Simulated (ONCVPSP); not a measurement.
In (Z = 49), ONCV: configuration errors across variants

In, optimised norm-conserving Vanderbilt (ONCV), made with ONCVPSP 4.0.1 (PBE, fully relativistic). Core [Kr] 4d10, reference 5s2 5p1. Waves: 5s: rc 2.30 bohr, ncon 5, nbas 9, qcut 2.2 1/bohr, 2 projectors, debl 1 Ha; 5p: rc 2.80 bohr, ncon 5, nbas 9, qcut 2.5 1/bohr, 2 projectors, debl 4 Ha. Local part: polynomial inside 2.25 bohr (lpopt 2, dvloc0 1 Ha). Core correction: none.

Open shells are filled in proportion to 2j + 1.

All-electron excitation energies from the reference (eV): (1) 5s2 5p0 5.374; (2) 5s1 5p0 24.610; (3) 5s2 5p0.5 1.945; (4) 5s0 5p3 11.921.

Errors AE − PS in meV (a dash: test not solved or not reliable):

```
     change  (1)   (2)   (3)   (4)  bound ghosts  GHOST(+) flags above zero
       base  +21  +100  +3.7  +111          none                          s
s: qcut 1.3  +21   +98  +3.7  +114          none                          s
s: qcut 1.8  +21   +99  +3.7  +114          none                          s
s: qcut 2.1  +21  +100  +3.7  +112          none                          s
s: qcut 2.5  +21  +101  +3.6  +109          none                       none
s: qcut 3.2  +20  +104  +3.6  +119          none                          s
```

Q: Give the same row for: s: qcut 2.9.

A: +21, +103, +3.6, +113; bound ghosts: none; GHOST(+) flags above zero: none.
